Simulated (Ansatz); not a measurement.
Species: ScF, net charge 0, singlet state. 
Coordinates optimised at B3LYP-D3(BJ)/def2-TZVP (Ansatz, a quantum-chemistry and plane-wave program):
SMILES: [F][Sc]
```xyz
2

Sc     0.0000     0.0000    -0.5379
F      0.0000     0.0000     1.2551
```
Charge 0, spin multiplicity 1.

Parts of the frozen-core correlation energy in def2-SVP (Ansatz, hartree). Frozen orbitals: 10; correlated occupied orbitals by spin: 5 and 5; virtual: 30 and 30. Spin-orbit coupling is left out. Non-relativistic. The restricted reference is unstable.

```csv
term,value
reference (HF),-859.05055
MP2 opposite-spin,[?]
MP2 same-spin,[?]
CCSD correlation,[?]
(T),-0.00659
CCSDT minus CCSD(T),-0.00032
T1 diagnostic,0.023
largest doubles amplitude,0.159
```

Q: Complete the blanks.

A: 
- MP2 opposite-spin, value: -0.17676
- MP2 same-spin, value: -0.06323
- CCSD correlation, value: -0.25062
